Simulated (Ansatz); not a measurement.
Cost and result for the atomization energy of `CO[SiH](O)Cl` (10 atoms, 9 bonds).

```tsv
atom	x (Å)	y (Å)	z (Å)
C1	-0.479	-1.092	-1.129
O2	0.487	-0.814	-0.135
Si3	0.651	0.606	0.621
O4	-0.799	1.012	1.248
Cl5	2.049	0.344	2.086
H6	-0.344	-2.126	-1.447
H7	-1.493	-0.970	-0.737
H8	-0.353	-0.439	-1.999
H9	1.151	1.667	-0.279
H10	-0.870	1.812	1.770
```

Total charge 0; spin multiplicity 1. The geometry is a stationary point of PBE0-D4/def2-TZVP. It is one conformer, not always the lowest. Program: Ansatz. Hardware: A = 2 threads of an AMD EPYC 7R13 on a shared host; B = 2 threads of an AMD EPYC 7R13 on a shared host and a share of an NVIDIA H100 80 GB. Times are those of one run each, without the atoms' runs, and a repeat can differ threefold. Electronic energies, without spin–orbit coupling; frozen cores. CCSD(T)/CBS adds CCSD(T) − MP2 in def2-TZVPP to the MP2 limit, and its time is that of the two runs behind it. T1 = 0.011. B3LYP takes the VWN-RPA correlation (the form of Gaussian; ORCA's B3LYP/G).

CCSD(T)/CBS is a level of theory with its own doubt, some kJ/mol a heavy atom from the limit and from the frozen cores, so smaller differences don't rank the functionals.

```csv
level,functions,wall time
PBE-D4/def2-TZVPP (with forces) [A],247,3.3 s
MP2/def2-QZVPP [B],461,3.3 s
CCSD(T)/def2-TZVPP [B],247,4.4 s
PBE0-D4/def2-TZVPP [A],247,4.7 s
r2SCAN-D4/def2-TZVPP (with forces) [A],247,6 s
B2PLYP/def2-TZVPP [A],247,7 s
B3LYP-D4/def2-TZVPP (with forces) [A],247,7.5 s
CCSD(T)/CBS(def2),–,7.7 s
ωB97X-V/def2-TZVPP [A],247,11 s
ωB97M-V/def2-TZVPP (with forces) [A],247,13 s
```

**Question.** What atomization energy does each give, and how far from CCSD(T)/CBS? (An estimate is asked.)

**Answer.** Ansatz gave: 
```tsv
level	atomization (kJ/mol)	difference from CCSD(T)/CBS	per bond
PBE-D4/def2-TZVPP (with forces) [A]	3834.7	26.2	2.9
MP2/def2-QZVPP [B]	3853.0	44.5	4.9
CCSD(T)/def2-TZVPP [B]	3695.0	-113.5	-12.6
PBE0-D4/def2-TZVPP [A]	3765.2	-43.3	-4.8
r2SCAN-D4/def2-TZVPP (with forces) [A]	3800.4	-8.1	-0.9
B2PLYP/def2-TZVPP [A]	3745.4	-63.1	-7.0
B3LYP-D4/def2-TZVPP (with forces) [A]	3771.3	-37.2	-4.1
CCSD(T)/CBS(def2)	3808.5	0.0	0.0
ωB97X-V/def2-TZVPP [A]	3802.0	-6.5	-0.7
ωB97M-V/def2-TZVPP (with forces) [A]	3807.0	-1.5	-0.2
```

From PBE to PBE0 (25 % exact exchange), in def2-TZVPP and without D4, the atomization energy moves by −66.2 kJ/mol: exact exchange takes away binding that semilocal exchange gives to molecules. The D4 term adds +34.3 kJ/mol with B3LYP and +18.0 kJ/mol with PBE0; it sums over pairs of atoms, weighted by their polarisabilities, and B3LYP, whose exchange is more repulsive, gets the larger term. In def2-TZVPP, CCSD(T) changes the Hartree–Fock value by +938.8 kJ/mol (the triples alone add +55.3 kJ/mol) and MP2 by +1028.6 kJ/mol; breaking electron pairs costs correlation energy, which Hartree–Fock lacks.
